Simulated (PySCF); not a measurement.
# Radial density of O⁺ (oxygen, charge +1)

BLYP, [He] 2s1 2p4, high-spin 4P determinant (an excited configuration). Computed with PySCF 2.14 in x2c-TZVPPall with one added diffuse shell each of s, p, d type (6s4p3d1f, 40 functions), with scalar relativity by spin-free X2C-1e.

```
r (bohr)  4πr²ρ (e/bohr)  4πr²(ρα − ρβ)
 0.00275         0.02926         0.0009
 0.00463         0.07989         0.0024
 0.00778          0.2114         0.0063
  0.0131          0.5445         0.0162
  0.0220           1.326         0.0390
  0.0370           2.942         0.0850
  0.0623           5.563         0.1566
   0.105           8.090         0.2233
   0.176           7.741         0.2591
   0.296           4.423         0.5737
   0.498           3.461         1.8056
   0.838           4.288         2.7174
    1.41           2.296         1.3781
    2.37          0.3537         0.1618
    3.99         0.01097         0.0019
```

Densities and radii are taken from the X2C orbitals without a picture-change correction, which distorts them close to the nucleus.
